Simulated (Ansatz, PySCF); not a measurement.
C₃H₁₀OSi, charge -1, doublet, at a GFN2-xTB geometry (a state made from the parent by changing its charge; the spin is typed, not shown lowest) (a gas-phase anion, which may not be bound at this level), with bond 13-4 at 1.8 times its length. Base run: CASSCF(7,5)/STO-3G (PySCF).

Here is a job for PySCF.
```python
from pyscf import gto, scf, mcscf
import numpy

mol = gto.M(
    atom='''
C     0.263293    1.601521   -1.288182
Si   -0.122568   -0.093627   -0.298781
C    -0.734972   -1.884984    0.482601
C     1.691344   -0.297327    0.371386
O    -1.097679    0.802431    0.787330
H     0.974777    1.442844   -2.099656
H     0.687863    2.356958   -0.623673
H    -0.637815    2.029156   -1.725431
H    -0.525470   -1.950674    1.557452
H    -0.239174   -2.734261    0.012323
H    -1.810293   -2.035800    0.358114
H     2.423194    0.076116   -0.344244
H     1.969969    0.704897    2.042272
H     1.944113   -1.337076    0.577164
H    -1.483929    0.269342    1.477757
''',
    basis='sto-3g',
    charge=-1,
    spin=1,
    verbose=4,
)

mf = scf.ROHF(mol)
mf.kernel()
mc = mcscf.CASSCF(mf, 5, 7)
mc.fix_spin_(ss=0.75)
mc.kernel()
occ = numpy.linalg.eigvalsh(mc.fcisolver.make_rdm1(mc.ci, mc.ncas, mc.nelecas))[::-1]
ss = mc.fcisolver.spin_square(mc.ci, mc.ncas, mc.nelecas)[0]
print('natural occupations', occ.round(4), ' <S^2>', round(ss, 4))
```

Programs used: Ansatz (an electronic-structure program), PySCF; a row that names a program was run with it.

Variants of this job, named by their change:

```json
[
 {"change": "base", "ΔE vs base (mEh)": "0.000", "natural occupations": "2.00 2.00 1.74 1.00 0.26", "<S^2> of the state": "0.75"},
 {"change": "active space = 7 electrons, 7 orbitals", "ΔE vs base (mEh)": "-29.937", "natural occupations": "1.98 1.98 1.75 1.00 0.25 0.02 0.02", "<S^2> of the state": "0.75"},
 {"change": "solver = newton", "ΔE vs base (mEh)": "0.000", "natural occupations": "2.00 2.00 1.74 1.00 0.26", "<S^2> of the state": "0.75"},
 {"change": "orbitals = fixed (CASCI); correction = SC-NEVPT2", "ΔE vs base (mEh)": "-218.9", "natural occupations": "2.00 2.00 1.76 1.01 0.23", "<S^2> of the state": "0.75"},
 {"change": "active space = 7 electrons, 8 orbitals", "ΔE vs base (mEh)": "-30.867", "natural occupations": "1.98 1.97 1.75 1.00 0.25 0.02 0.02 0.00", "<S^2> of the state": "0.75"},
 {"change": "active space = 3 electrons, 4 orbitals", "ΔE vs base (mEh)": "0.896", "natural occupations": "1.74 1.00 0.26 0.00", "<S^2> of the state": "0.75"},
 {"change": "orbitals = fixed (CASCI)", "ΔE vs base (mEh)": "23.823", "natural occupations": "2.00 2.00 1.76 1.01 0.23", "<S^2> of the state": "0.75"},
 {"change": "fix_spin_ = off", "ΔE vs base (mEh)": "0.000", "natural occupations": "2.00 2.00 1.74 1.00 0.26", "<S^2> of the state": "0.75"},
 {"change": "conv_tol = 1e-5", "ΔE vs base (mEh)": "0.012", "natural occupations": "2.00 2.00 1.74 1.00 0.26", "<S^2> of the state": "0.75"},
 {"change": "code = ansatz", "ΔE vs base (mEh)": "0.027", "natural occupations": "-", "<S^2> of the state": "-"},
 {"change": "state_average = 2 states", "ΔE vs base (mEh)": "0.658", "natural occupations": "-", "<S^2> of the state": "-"}
]
```

Active orbitals are taken around the Fermi level unless the row says otherwise; CASSCF can end in different local minima, and two programs can end on different orbitals. State-averaged rows give the lowest state.

Open shells are given as the SCF converged; they aren't shown to be the lowest states, and a large step between rows can be another state.

A gas-phase anion may not be bound at this level; its values then depend on the basis.
